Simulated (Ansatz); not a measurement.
`C=CN[SiH3]` + `CC1B[SiH2]1` → `[SiH3]C1B[SiH2]1` + `C=CNC` at 500 K and 1 bar (formal exchange of groups at the Si–N bond).

Calculated with Ansatz (gas phase, PBE0-D4/def2-TZVP geometries, no zero-point term in ΔE). CCSD(T)/CBS is the MP2 limit (def2-TZVPP, def2-QZVPP) plus CCSD(T) − MP2 in def2-TZVPP, frozen cores. This one scheme is used for every species. One conformer a species, not always the lowest.

| species | CCSD(T)/CBS energy (Eh) | H − E (kJ/mol) | S (J/(mol·K)) |
| --- | --- | --- | --- |
| `C=CN[SiH3]` | -424.08767 | 263.2 | 381.7 |
| `CC1B[SiH2]1` | -394.11648 | 258.8 | 373.2 |
| `[SiH3]C1B[SiH2]1` | -645.14605 | 229.9 | 397.7 |
| `C=CNC` | -173.03872 | 292.4 | 346.7 |

H − E and S are ideal-gas, rigid-rotor, harmonic terms from PBE0-D4/def2-TZVP, for one conformer and one mirror image of each species. 1 Eh = 2625.50 kJ/mol, R = 8.31446 J/(mol·K).

Question: By hand: ΔE, ΔH, ΔS and ΔG.

Answer: ΔE = (-645.14605) + (-173.03872) − (-424.08767) − (-394.11648) = 0.01938 Eh = 50.9 kJ/mol. Δ(H − E) = 229.9 + 292.4 − 263.2 − 258.8 = 0.3, so ΔH = 51.2 kJ/mol. ΔS = 397.7 + 346.7 − 381.7 − 373.2 = -10.5 J/(mol·K). ΔG = 51.2 − 500 × (-10.5)/1000 = 56.5 kJ/mol.

Question: By hand: the equilibrium constant, and the temperature at which ΔG would vanish if ΔH and ΔS stayed fixed.

Answer: log₁₀ K = −ΔG/(RT ln 10) = -5.9. ΔH and −TΔS have one sign here, so there is no such temperature.

The number of gas molecules stays the same, so ΔS is small and ΔH decides. A doubt of 5 kJ/mol in ΔE shifts log₁₀ K by 0.5 here. Other conformers and mirror images would add mixing entropy, several J/(mol·K) or more a flexible species. These are equilibria of isolated gas molecules and say nothing of rates. Largest T1 diagnostic: 0.014 (customary marks: 0.02 for closed shells, 0.045 for open ones).

ΔS is within the doubt of such terms, so its sign, and with it that verdict, could turn.
